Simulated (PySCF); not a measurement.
# `Br/C1=C\CCCCCC1`, C8H13Br

Molfile (atoms numbered from 1):
```
C8H13Br
     RDKit          3D

 22 22  0  0  0  0  0  0  0  0999 V2000
    0.5753    1.3592   -1.7977 Br  0  0  0  0  0  0  0  0  0  0  0  0
    0.5556    0.8033    0.0271 C   0  0  0  0  0  0  0  0  0  0  0  0
    1.5246    0.0352    0.5356 C   0  0  0  0  0  0  0  0  0  0  0  0
    2.3970   -0.8830   -0.2367 C   0  0  0  0  0  0  0  0  0  0  0  0
    1.6221   -2.2222   -0.2856 C   0  0  0  0  0  0  0  0  0  0  0  0
    0.1381   -2.1226   -0.6832 C   0  0  0  0  0  0  0  0  0  0  0  0
   -0.8888   -1.6906    0.4000 C   0  0  0  0  0  0  0  0  0  0  0  0
   -1.5945   -0.3330    0.2431 C   0  0  0  0  0  0  0  0  0  0  0  0
   -0.7773    0.9007    0.6851 C   0  0  0  0  0  0  0  0  0  0  0  0
    1.4015   -0.2043    1.5999 H   0  0  0  0  0  0  0  0  0  0  0  0
    3.3841   -1.0386    0.2261 H   0  0  0  0  0  0  0  0  0  0  0  0
    2.5573   -0.5008   -1.2561 H   0  0  0  0  0  0  0  0  0  0  0  0
    1.6930   -2.7135    0.7015 H   0  0  0  0  0  0  0  0  0  0  0  0
    2.1380   -2.8948   -0.9915 H   0  0  0  0  0  0  0  0  0  0  0  0
   -0.1557   -3.1240   -1.0368 H   0  0  0  0  0  0  0  0  0  0  0  0
    0.0438   -1.4692   -1.5666 H   0  0  0  0  0  0  0  0  0  0  0  0
   -0.4216   -1.7446    1.3994 H   0  0  0  0  0  0  0  0  0  0  0  0
   -1.6864   -2.4508    0.4243 H   0  0  0  0  0  0  0  0  0  0  0  0
   -1.8896   -0.2002   -0.8119 H   0  0  0  0  0  0  0  0  0  0  0  0
   -2.5338   -0.3475    0.8209 H   0  0  0  0  0  0  0  0  0  0  0  0
   -0.6286    0.8693    1.7779 H   0  0  0  0  0  0  0  0  0  0  0  0
   -1.3161    1.8293    0.4441 H   0  0  0  0  0  0  0  0  0  0  0  0
  1  2  1  0
  2  3  2  0
  3  4  1  0
  4  5  1  0
  5  6  1  0
  6  7  1  0
  7  8  1  0
  8  9  1  0
  9  2  1  0
  3 10  1  0
  4 11  1  0
  4 12  1  0
  5 13  1  0
  5 14  1  0
  6 15  1  0
  6 16  1  0
  7 17  1  0
  7 18  1  0
  8 19  1  0
  8 20  1  0
  9 21  1  0
  9 22  1  0
M  END
```

The calculation used quadratic response CAM-B3LYP/def2-SVPD first hyperpolarisability, Taylor convention, gas phase (PySCF 2.14.0). Geometry: PBE0-D3(BJ)/def2-SVP.

The calculation is non-relativistic, which matters for the atoms heavier than Zn.

(1) Give the tensor of the static β(0;0,0) in the axes of these coordinates.

## Answers

(1) In au, Taylor convention; rows are the first index (the induced dipole):
|  | xx | yy | zz | xy | xz | yz |
| --- | --- | --- | --- | --- | --- | --- |
| x | -31.4 | +12.3 | -14.3 | -10.7 | -2.4 | +4.9 |
| y | -10.7 | -70.0 | -9.7 | +12.3 | +4.9 | +30.5 |
| z | -2.4 | +30.5 | +20.2 | +4.9 | -14.3 | -9.7 |

Norm of βᵢ = ⅓ Σⱼ (βᵢⱼⱼ + βⱼᵢⱼ + βⱼⱼᵢ): 107.8 au, hyper-Rayleigh value 43.9 au.
